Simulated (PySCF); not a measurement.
Run record: geometry optimisation, `C=CC(C=C)/C=C\S[SiH3]`.

Computed with PBE0-D3(BJ)/def2-SVP geometry optimisation, gas phase (PySCF 2.14.0). Start geometry: GFN2-xTB. The input is one job of a driver script: a line of settings, then coordinates in Å.

Input:
```
{"job": {"xc": "PBE0", "basis": "def2-SVP", "d3": "d3bj", "grid": 1, "kind": "geom"}, "charge": 0, "multiplicity": 1}
C     -1.315324     0.183543    -2.474826
C     -1.414576    -0.467287    -1.332003
C     -0.904233     0.051450    -0.019511
C     -1.999328     0.228436     1.001636
C     -3.293646     0.199314     0.747463
C      0.121011    -0.907240     0.517016
C      1.372089    -0.595602     0.821763
S      2.050548     1.027639     0.666222
Si     4.130111     0.619679     1.013539
H     -0.862309     1.159739    -2.532043
H     -1.682412    -0.226352    -3.401005
H     -1.869798    -1.448882    -1.290886
H     -0.418800     1.023537    -0.168235
H     -1.640027     0.402306     2.008067
H     -3.677440     0.040966    -0.246807
H     -4.025188     0.345132     1.524536
H     -0.212877    -1.926805     0.658422
H      2.061371    -1.332837     1.204052
H      4.731274     1.938289     0.955383
H      4.597008    -0.281424    -0.033968
H      4.243627    -0.016657     2.321756
```

Output:
```
step   0  E = -960.59532999  max force = 0.020521
step   1  E = -960.60004681  max force = 0.002496
step   2  E = -960.60010154  max force = 0.001270
step   3  E = -960.60012029  max force = 0.001384
step   4  E = -960.60016308  max force = 0.000814
step   5  E = -960.60023098  max force = 0.001874
step   6  E = -960.60038988  max force = 0.001768
step   7  E = -960.60039999  max force = 0.002208
step   8  E = -960.60060659  max force = 0.000544
step   9  E = -960.60062930  max force = 0.000246
step  10  E = -960.60065621  max force = 0.000721
step  11  E = -960.60069108  max force = 0.000586
step  12  E = -960.60070348  max force = 0.000426
optimisation converged
```

Energies in Eh; «max force» is the largest Cartesian gradient component in Eh/bohr.

Problem. Give the first gradient maximum in eV/Å.

Solution. With 1 Eh/bohr = 51.422 eV/Å, 1.055 eV/Å.

Problem. How much energy does the optimisation release, in kcal/mol?

Solution. E(step 0) − E(last step) = 0.005373 Eh, which is 3.4 kcal/mol.

Summary of the converged run: final energy -960.60070 Eh after 12 steps; dipole 1.12 D.

Problem. Where do the atoms end?

Solution. 0.396 Å rms from the input after alignment:
```
atom  x, y, z in Å
C1    -1.0747    0.0281   -2.3946
C2    -1.2838   -0.6170   -1.2476
C3    -0.8756   -0.1094    0.1058
C4    -2.0421    0.1302    1.0378
C5    -3.3342    0.0404    0.7220
C6     0.0865   -1.0744    0.7463
C7     1.2783   -0.7755    1.2759
S8     1.9177    0.8760    1.3895
Si9    3.9421    0.4676    0.7956
H10   -0.5839    1.0063   -2.4176
H11   -1.3848   -0.3964   -3.3530
H12   -1.7790   -1.5966   -1.2617
H13   -0.3440    0.8518   -0.0191
H14   -1.7551    0.4009    2.0610
H15   -3.6636   -0.2155   -0.2891
H16   -4.1104    0.2378    1.4656
H17   -0.2363   -2.1210    0.7964
H18    1.8941   -1.5614    1.7266
H19    4.7056    1.7236    1.0422
H20    4.0350    0.0883   -0.6451
H21    4.4887   -0.6485    1.6256
```

Cost: about 5 min of CPU time on one thread; the machine was shared, so the figure is rough.
Labels such as C1 count atoms from 1, the log's own numbers from 0.
